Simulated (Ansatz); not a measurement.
```xyz
10

F    -1.311   -1.391    1.549
B    -0.756   -1.314    0.350
F    -1.401   -1.928   -0.630
C     0.548   -0.520    0.100
Si    0.221    1.290   -0.320
H     1.106   -0.942   -0.740
H     1.182   -0.525    0.991
H    -0.606    1.389   -1.550
H     1.513    1.987   -0.547
H    -0.498    1.953    0.798
```

Total charge 0; spin multiplicity 1.

(1) List the PBE0/def2-TZVPP orbital energies in eV (Ansatz 0.2.0). (An estimate is asked.)

Answers

(1) Computed: Occupied: -1802.78, -674.37, -674.37, -278.18, -187.21, -145.12, -99.78, -99.77, -99.77, -34.54, -33.71, -20.43, -16.24, -15.06, -15.03, -13.99, -13.68, -12.43, -12.37, -11.59, -11.05, -9.76, -9.69, -9.50. Lowest empty: -0.01, 0.25, 1.27, 1.34, 1.75, 2.16, 2.32, 2.94.
